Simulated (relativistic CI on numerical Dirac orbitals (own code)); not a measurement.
Values are calculated unless marked as measured or tabulated.
## Quantum defects of the ns series of La III

Problem. The ns ²S levels with J = 1/2 of La III lie at 6s: 13591.1, 7s: 82347.3, 8s: 110209.6 cm⁻¹ (Martin, Zalubas and Hagan, Atomic Energy Levels: The Rare-Earth Elements, NSRDS-NBS 60 (1978)), and the ionisation limit at 154675.4 cm⁻¹ (NIST ASD). Find the quantum defects and predict 9s.

Working.
1. The outer electron sees the charge z = 3; R = 109736.88 cm⁻¹ for this mass. The binding energy T = limit − E defines n* = z√(R/T).
2. Values: 6s: T = 141084.3, n* = 2.6458, δ = n − n* = 3.3542; 7s: T = 72328.1, n* = 3.6953, δ = n − n* = 3.3047; 8s: T = 44465.8, n* = 4.7129, δ = n − n* = 3.2871.
3. With δ held at 3.2871: E(9s) = limit − Rz²/(9 − δ)² = 124414.1 cm⁻¹.
4. The Ritz form δ = δ₀ + a/n*² through the last two members has a = 0.6241 and δ₀ = 3.2590, so with n* ≈ 9 − 3.2871, δ(9) = 3.2782 and E = 124508.9 cm⁻¹.

Check. The measured level is 124504.1 cm⁻¹ (δ = 3.2786), so the two predictions miss by -90.0 and 4.8 cm⁻¹. The defect is large because this electron penetrates the core.
